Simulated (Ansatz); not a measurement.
Molecule: AlCl2, charge -1, multiplicity 1. 
Geometry from a B3LYP-D3(BJ)/def2-TZVP (Ansatz, a first-principles code) optimisation:
```
Al
Cl 1 2.3098
Cl 1 2.3098 2 99.04
```
Charge -1, spin multiplicity 1.

Basis-set convergence of Hartree-Fock and MP2 correlation energies (hartree) with Ansatz. Correlated levels leave the core frozen unless marked. No spin-orbit coupling. No relativistic terms.

The Hartree-Fock reference is unstable (checked in the largest basis), which strains HF and MP2. 

```tsv
basis	functions	E(HF)	E(corr, MP2)
aug-cc-pV(D+d)Z	96	-1161.11026	-0.36677
aug-cc-pV(T+d)Z	165	?	?
```

Q: Complete the blanks.

A: 
- aug-cc-pV(T+d)Z, E(HF): -1161.14199
- aug-cc-pV(T+d)Z, E(corr, MP2): -0.46505
